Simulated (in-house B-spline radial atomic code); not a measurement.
Radial electron density of As5+, [Ar] 3d9 7p1. Computed with a B-spline radial code for spherical atoms: Dirac-Hartree-Fock, average of configuration, Fermi nucleus of rms radius 4.0968 fm.

Columns: r (bohr), 4πr²n(r) (electrons per bohr), bar.

```
 0.00191    1.195 #
  0.0024    1.802 ##
 0.00302    2.702 ##
 0.00379    3.991 ####
 0.00477    5.847 #####
   0.006    8.417 ########
 0.00755    11.87 ###########
 0.00949    16.29 ###############
  0.0119    21.58 ####################
   0.015    27.63 ##########################
  0.0189    33.59 ###############################
  0.0237     38.3 ###################################
  0.0299    40.75 ######################################
  0.0376    40.06 #####################################
  0.0472    36.93 ##################################
  0.0594    33.68 ###############################
  0.0747    33.59 ###############################
  0.0939    38.25 ###################################
   0.118    44.97 ##########################################
   0.149    47.56 ############################################
   0.187    41.73 #######################################
   0.235       31 #############################
   0.296    24.37 #######################
   0.372     26.2 ########################
   0.468    30.18 ############################
   0.588    27.88 ##########################
   0.739    18.95 ##################
    0.93    9.276 #########
    1.17    3.254 ###
    1.47   0.8008 #
    1.85   0.1184 
    2.33  0.05425 
    2.93  0.05438 
    3.68 0.0008141 
    4.63  0.09374 
    5.82  0.03021 
    7.32  0.07526 
    9.21   0.2114 
    11.6  0.06817 
    14.6 0.004065 
    18.3 4.331e-05 
      23 5.743e-08 
      29 7.147e-11
```

On this grid the curve has 6 maxima, near 0.0299, 0.149, 0.468, 2.93, 4.63, 9.21 bohr.

The 3d3/2 radial function P(r) = rR(r), positive near the nucleus, with its small component Q(r) (sign convention: Q ≈ (P' + κP/r)/2c):

```csv
r (bohr),P,Q
0.015,0.001688,0.001853
0.0237,0.005885,0.004118
0.0376,0.01992,0.008676
0.0594,0.06221,0.01658
0.0939,0.1749,0.02774
0.149,0.4237,0.03828
0.235,0.8182,0.04007
0.372,1.189,0.02841
0.588,1.192,0.01141
0.93,0.7568,0.00125
1.47,0.2583,-0.0008003
2.33,0.03234,-0.0002027
```
